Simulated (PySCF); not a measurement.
```xyz
20

C      4.0465    -0.3981    -0.6278
Si     2.8251     0.4000     0.5743
Ge     0.6407     0.6227    -0.3824
Si    -0.9114     1.6374     1.1341
Ge    -3.0930     1.8734     0.1727
C     -4.3710     2.6931     1.4344
H      3.7064    -1.4046    -0.9171
H      5.0435    -0.4897    -0.1677
H      4.1440     0.2067    -1.5429
H      3.3010     1.7601     0.9717
H      2.7079    -0.4209     1.8180
H      0.0987    -0.7668    -0.7996
H      0.7112     1.4761    -1.6730
H     -0.3909     2.9815     1.5352
H     -0.9964     0.8019     2.3722
H     -3.6135     0.4804    -0.2564
H     -2.9958     2.7450    -1.1027
H     -5.3607     2.7889     0.9634
H     -4.0215     3.6926     1.7317
H     -4.4661     2.0700     2.3357
```

Charge 0, multiplicity 1.

Question: Give the Mulliken and meta-Löwdin atomic charges from PySCF with ωB97X-D3(BJ)/def2-TZVP // B3LYP-D3(BJ)/def2-SVP.

Answer: 
```
atom  Mulliken (e)  meta-Löwdin (e)
----  ------------  ---------------
C1           -0.47            -0.57
Si2           0.15             0.46
Ge3          -0.01             0.04
Si4          -0.04             0.18
Ge5           0.13             0.32
C6           -0.48            -0.52
H7            0.13             0.12
H8            0.13             0.12
H9            0.13             0.12
H10          -0.03            -0.10
H11          -0.03            -0.10
H12           0.01            -0.06
H13           0.01            -0.06
H14          -0.02            -0.08
H15          -0.02            -0.08
H16           0.00            -0.07
H17           0.00            -0.07
H18           0.14             0.12
H19           0.14             0.12
H20           0.14             0.12
```
